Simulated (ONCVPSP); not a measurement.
**Transferability test, ONCV potential for nitrogen**

```json
{
 "Element": "N (Z = 7)",
 "Generator": "ONCVPSP 4.0.1",
 "Type": "optimised norm-conserving Vanderbilt (ONCV)",
 "Functional": "BLYP",
 "Relativity": "fully relativistic",
 "Frozen core": "[He]",
 "Valence charge": "5",
 "Reference configuration": "2s2 2p3",
 "Partial waves": "2s: rc 0.95 bohr, ncon 5, nbas 8, qcut 6.2 1/bohr, 2 projectors, debl 1.4 Ha; 2p: rc 2.60 bohr, ncon 5, nbas 9, qcut 4.6 1/bohr, 2 projectors, debl 1.1 Ha; d scattering state at 0.42 Ha: rc 2.85 bohr, ncon 4, nbas 8, qcut 3.8 1/bohr, 2 projectors, debl 2.4 Ha",
 "Local potential": "polynomial inside 0.80 bohr (lpopt 5, dvloc0 0 Ha)",
 "Core correction": "Teter function, fcfact 4.75, rcfact 1.55"
}
```

Open shells are filled in proportion to 2j + 1.

Energies are relative to the spin-unpolarised reference configuration 2s2 2p3; without spin polarisation the order of configurations can differ from experiment.

Problem. Give the all-electron excitation energy and the error of the potential for: 2s2 2p2; 2s2 2p1; 2s2 2p0; 2s1 2p4.

Solution.

```
valence configuration  charge  ΔE all-electron (eV)  error AE − PS (meV)
              2s2 2p2      +1                13.574                 +210
              2s2 2p1      +2                42.447                +1439
              2s2 2p0      +3                89.607                +4816
              2s1 2p4       0                11.402                  -51
```
